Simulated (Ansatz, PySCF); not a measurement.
Species: sum formula PbClF, net charge 0, singlet state. 
Geometry from a B3LYP-D3(BJ)/def2-TZVP (Ansatz, a first-principles code) optimisation:
```
Pb
F 1 2.0584
Cl 1 2.4802 2 98.20
```

Property: atomisation energy (electronic, to ground-state atoms), in kcal/mol. Cores are frozen in the correlated levels unless marked. UHF or UKS for open shells. No spin-orbit coupling. The frozen core is the preceding noble-gas configuration, with the filled d and f shells of earlier blocks. In def2 rows, elements after Kr have scalar-relativistic effective core potentials. The coupled-cluster limit lacks core correlation, which all-electron functionals hold. Basis-set limits of correlation are two-point, X^-3; Hartree-Fock from the larger set. The bracket is a focal-point correction in the basis named.

```tsv
level	program	atomisation energy (kcal/mol)	rough core time
HF/def2-TZVPPD	Ansatz	124.9	-
revPBE-D3(BJ)/def2-TZVPD	Ansatz + dftd3	204.8	under 20 s
TPSS/def2-TZVPD	PySCF	207.9	-
B97M-V/def2-TZVPD	Ansatz	212.8	under 20 s
PBE0/def2-SVP	Ansatz	191.9	under 20 s
PBE0-D3(BJ)/def2-TZVP	Ansatz + dftd3	199.0	under 20 s
PBE0-D3(BJ)/def2-TZVPD	Ansatz + dftd3	199.8	under 20 s
PBE0/def2-TZVPD	Ansatz	198.6	under 20 s
r2SCANh-D4/def2-TZVPD	Ansatz + dftd4	199.6	under 20 s
PW6B95-D4/def2-TZVPD	PySCF + dftd4	204.7	-
HSE06-D4/def2-TZVPD	Ansatz + dftd4	200.0	under 20 s
wB97X-V/def2-TZVPD	Ansatz	204.2	under 20 s
MP2/def2-TZVPPD	Ansatz	206.1	-
MP2/CBS(def2-TZVPPD,def2-QZVPPD)	Ansatz	214.2	-
RI-MP2/def2-TZVPP	Ansatz	203.5	under 20 s
CCSD/def2-SVPD	Ansatz	181.8	-
CCSD(T)/def2-SVPD	Ansatz	186.7	under 20 s
RI-MP2/CBS(def2-TZVPP,def2-QZVPP)+[CCSD(T)-MP2]/def2-TZVPP	Ansatz	202.4	under 20 s
RI-MP2/CBS(def2-TZVPPD,def2-QZVPPD)+[CCSD(T)-MP2]/def2-TZVPPD	Ansatz	201.8	21 s
RI-MP2/CBS(def2-TZVPPD,def2-QZVPPD)+[CCSD(T)-MP2]/def2-QZVPPD	Ansatz	202.1	-
CCSD(T)/CBS(def2-TZVPPD,def2-QZVPPD)	Ansatz	202.3	-
```

Core times are rough, on shared machines, summed over the molecules involved; a dash marks a level read off another run, or run on other hardware, by another program or under a memory cap.
